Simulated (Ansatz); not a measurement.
Cost and result for the atomization energy of CH₅F₃Si₂, SMILES `F[SiH2]C[SiH](F)F` (11 atoms, 10 bonds).

Cartesian coordinates in Å:
```
F 1.642 -1.443 1.915
Si 0.632 -1.292 0.680
C 0.304 0.522 0.416
Si -0.835 0.988 -0.953
F -0.270 0.427 -2.329
F -2.252 0.308 -0.720
H 1.282 -1.894 -0.507
H -0.613 -2.014 1.028
H -0.105 0.936 1.346
H 1.264 1.022 0.236
H -1.049 2.439 -1.111
```

The species carries charge 0 and has multiplicity 1. The geometry is a stationary point of PBE0-D4/def2-TZVP. It is one conformer, not always the lowest. Program: Ansatz. All runs use 4 threads of a server CPU on a shared host. Times are those of one run each, without the atoms' runs, and a repeat can differ threefold. Electronic energies, without spin–orbit coupling; frozen cores. CCSD(T)/CBS adds CCSD(T) − MP2 in def2-TZVPP to the MP2 limit, and its time is that of the two runs behind it. T1 = 0.012. B3LYP takes the VWN-RPA correlation (the form of Gaussian; ORCA's B3LYP/G). HSE06 is the plane-wave form, built on full-range PBE exchange.

CCSD(T)/CBS is a level of theory with its own doubt, some kJ/mol a heavy atom from the limit and from the frozen cores, so smaller differences don't rank the functionals.

| level | functions | wall time | atomization (kJ/mol) | difference from CCSD(T)/CBS | per bond |
| --- | --- | --- | --- | --- | --- |
| LDA (SPW92)/def2-TZVPP | 278 | 1.2 s | 4808.5 | 515.0 | 51.5 |
| revPBE-D4/def2-TZVPP | 278 | 1.7 s | 4179.5 | -114.0 | -11.4 |
| BLYP-D4/def2-TZVPP | 278 | 1.9 s | 4231.6 | -61.9 | -6.2 |
| PBE-D4/def2-TZVPP (with forces) | 278 | 2.1 s | 4282.9 | -10.6 | -1.1 |
| HSE06-D4/def2-TZVPP | 278 | 3.1 s | 4223.4 | -70.1 | -7.0 |
| r2SCAN-D4/def2-TZVPP (with forces) | 278 | 3.7 s | 4275.2 | -18.3 | -1.8 |
| B3LYP-D4/def2-TZVPP (with forces) | 278 | 4.3 s | 4244.5 | -49.0 | -4.9 |
| B97M-V/def2-TZVPP | 278 | 6 s | 4276.7 | -16.8 | -1.7 |
| CCSD(T)/def2-SVP | 117 | 6 s | 3963.2 | -330.3 | -33.0 |
| ωB97M-V/def2-TZVPP (with forces) | 278 | 9 s | 4279.1 | -14.4 | -1.4 |
| MP2/def2-QZVPP | 518 | 19 s | 4349.5 | 56.0 | 5.6 |
| CCSD(T)/def2-TZVPP | 278 | 3.2 min | 4174.7 | -118.8 | -11.9 |
| CCSD(T)/CBS(def2) | – | 3.5 min | 4293.5 | 0.0 | 0.0 |

The D4 term adds +38.9 kJ/mol with B3LYP and +20.4 kJ/mol with PBE0; it sums over pairs of atoms, weighted by their polarisabilities, and B3LYP, whose exchange is more repulsive, gets the larger term. At CCSD(T), def2-SVP lies −330.3 kJ/mol from the extrapolated value and def2-TZVPP −118.8 kJ/mol: correlation converges slowly with the basis, and small sets miss more of it in the bonded molecule than in its fragments. From BLYP to BHLYP (50 % exact exchange), in def2-TZVPP and without D4, the atomization energy moves by −61.0 kJ/mol: exact exchange takes away binding that semilocal exchange gives to molecules.
